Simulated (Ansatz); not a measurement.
Isolated molecules relaxed with PBE0-D4/def2-TZVP in Ansatz; ΔE leaves out vibrations. CBS: MP2 limit from def2 TZ/QZ plus the TZ coupled-cluster correction, frozen cores. Functionals use def2-TZVPP. For Ge outer-core shells are correlated without core-valence functions, which leaves a few kJ/mol of doubt a bond. Scalar relativity is left out up to krypton. Each species was taken in one conformer, which may not be the lowest.

`C=[C](C)[GeH2][F]` → `C[C]1(F)[CH2][GeH2]1`  (isomerisation)

```tsv
level	ΔE (eV)
PBE0-D4	1.75
MP2/def2-TZVPP	1.97
```

Problem. What does CCSD(T)/CBS give? (Estimate.)

Solution. The calculation gave: +1.91 eV. The listed levels differ from it by -0.16, 0.06 eV.

Largest T1 diagnostic among the species: 0.011.

In def2-TZVPP, CCSD(T) changes the Hartree–Fock value by −0.43 eV (the triples alone add −0.04 eV) and MP2 by −0.44 eV. From PBE to PBE0 (25 % exact exchange), in def2-TZVPP and without D4, ΔE moves by +0.05 eV.
